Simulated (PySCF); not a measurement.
HGeO + H₂O → GeH₃ + O₂

Level: PBE0 in the def2-TZVP basis family, all electrons, no relativity, computed in PySCF with density fitting; open shells unrestricted.

| species | state and structure | E (Eh) | ZPE (kJ/mol) | H(298 K) − H(0) (kJ/mol) | S° (J/(mol K)) |
| --- | --- | --- | --- | --- | --- |
| HGeO | doublet, Cs, Ge–H 1.599 Å, Ge–O 1.651 Å; H–Ge–O 112.8° | -2152.45195 | 18.9 | 10.7 | 256.5 |
| H₂O | singlet, C2v, O–H 0.960 Å (×2); H–O–H 105.1° | -76.37736 | 56.5 | 9.9 | 188.7 |
| GeH₃ | doublet, C3v, Ge–H 1.539 Å (×3); H–Ge–H 111.2° (×3) | -2078.47980 | 52.7 | 10.6 | 230.0 |
| O₂ | triplet, D∞h, O–O 1.193 Å | -150.23561 | 10.3 | 8.7 | 204.9 |

Problem. What is the electronic reaction energy?

Solution. At PBE0/def2-TZVP, ΔE = 299.0 kJ/mol from the differences of the total energies times 2625.5, uphill. 

Problem. Add zero-point, thermal and entropy terms for 298.15 K and 1 bar.

Solution. ΔZPE = -12.4 and Δ[H(298) − H(0)] = -1.3 kJ/mol give ΔH° = 285.3 kJ/mol. ΔS° = -10.3 J/(mol K), so ΔG° = 285.3 − 298.15 × (-0.0103) = 288 kJ/mol.

The structures come from searches over a few start shapes, so lower isomers are not excluded.
